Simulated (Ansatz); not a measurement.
`C=[CH][SnH3]` + `BN` → `N[BH][SnH3]` + ethylene at 700 K and 1 bar (formal exchange of groups at the Sn–C bond).

Gas-phase electronic energies from Ansatz, PBE0-D4/def2-TZVP geometries. CCSD(T)/CBS is the MP2 limit (def2-TZVPP, def2-QZVPP) plus CCSD(T) − MP2 in def2-TZVPP, frozen cores. This one scheme is used for every species. Elements past krypton have def2 core potentials. For Sn outer-core shells are correlated without core-valence functions, which leaves a few kJ/mol of doubt a bond. One conformer a species, not always the lowest.

| species | CCSD(T)/CBS energy (Eh) | H − E (kJ/mol) | S (J/(mol·K)) |
| --- | --- | --- | --- |
| `C=[CH][SnH3]` | -293.68430 | 226.1 | 410.3 |
| `BN` | -81.93499 | 163.7 | 282.2 |
| `N[BH][SnH3]` | -297.14394 | 225.0 | 422.7 |
| `C=C` | -78.48111 | 168.9 | 268.4 |

H − E and S are ideal-gas, rigid-rotor, harmonic terms from PBE0-D4/def2-TZVP, for one conformer and one mirror image of each species. 1 Eh = 2625.50 kJ/mol, R = 8.31446 J/(mol·K).

Question: By hand: ΔE, ΔH, ΔS and ΔG.

Answer: ΔE = (-297.14394) + (-78.48111) − (-293.68430) − (-81.93499) = -0.00576 Eh = -15.1 kJ/mol. Δ(H − E) = 225.0 + 168.9 − 226.1 − 163.7 = 4.1, so ΔH = -11.0 kJ/mol. ΔS = 422.7 + 268.4 − 410.3 − 282.2 = -1.4 J/(mol·K). ΔG = -11.0 − 700 × (-1.4)/1000 = -10.0 kJ/mol.

Question: By hand: the equilibrium constant, and the temperature at which ΔG would vanish if ΔH and ΔS stayed fixed.

Answer: log₁₀ K = −ΔG/(RT ln 10) = 0.7. ΔG = 0 at ΔH/ΔS = 7857 K, far beyond where these terms or the molecules hold.

The number of gas molecules stays the same, so ΔS is small and ΔH decides. A doubt of 5 kJ/mol in ΔE shifts log₁₀ K by 0.4 here. Other conformers and mirror images would add mixing entropy, several J/(mol·K) or more a flexible species. These are equilibria of isolated gas molecules and say nothing of rates. Largest T1 diagnostic: 0.014 (customary marks: 0.02 for closed shells, 0.045 for open ones).
